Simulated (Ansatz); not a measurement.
The molecule CdIn, multiplicity 2 (lowest of 2S+1 = 2, 4 at PBE0/def2-TZVPP; our sources give no spin for the ground state, which may be another). No spin–orbit coupling.

The constants come from a fifth-degree fit in 1/R (seven points, main isotopes). Runs in def2 and cc sets follow the lowest solution found near the PBE0 minimum.

Correlated levels freeze the inner cores; with def2 sets outer-core shells near the valence are correlated too.

The values were computed with Ansatz (Gaussian basis) for Hartree–Fock, density functionals and correlated methods. Values without a source in brackets are computed. In def2 rows elements past Kr take small-core potentials, without spin–orbit coupling.

Task: What bond length and harmonic frequency does r2SCAN/def2-TZVPP give?

Result: r_e = 2.936 Å, ω_e = 96 cm⁻¹.

Task: What bond length and harmonic frequency does wB97M-V/def2-TZVPP give?

Result: r_e = 3.123 Å, ω_e = 66 cm⁻¹.

Task: What bond length and harmonic frequency does B2PLYP/def2-TZVPP give?

Result: r_e = 3.080 Å, ω_e = 71 cm⁻¹.

Ansatz is an electronic-structure program.
